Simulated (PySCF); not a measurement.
## Sb⁴⁸⁺: ionisation energy

Sb⁴⁸⁺ [He] 2s1 [2s1/2^1, M_J = 1/2] → Sb⁴⁹⁺ 1s2, as a difference of total energies. Calculation: PySCF 2.14, in an even-tempered Gaussian basis (17 s from 27 bohr⁻², ratio 2.4; 12 p from 36 bohr⁻², ratio 2.4; 5 d from 110 bohr⁻², ratio 2.6; 4 f from 160 bohr⁻², ratio 2.6); the two-component X2C-1e Hamiltonian. Correlated levels: nothing frozen; the 32 highest virtual spinors dropped. "Screened" scales the spin-orbit matrix elements by Boettger's factors to mimic the two-electron term; Breit and QED terms are absent.

```json
{"method": "GHF (screened spin-orbit)", "ionisation energy (eV)": "8676.5"}
{"method": "GMP2 (screened spin-orbit)", "ionisation energy (eV)": "8676.7"}
```

For this ion Breit and QED terms and the two-electron picture change, all absent here, outweigh the correlation shift from GHF to GMP2.

For comparison: 8669.5 eV (theoretical estimate listed by NIST; NIST Atomic Spectra Database, ionization energies).
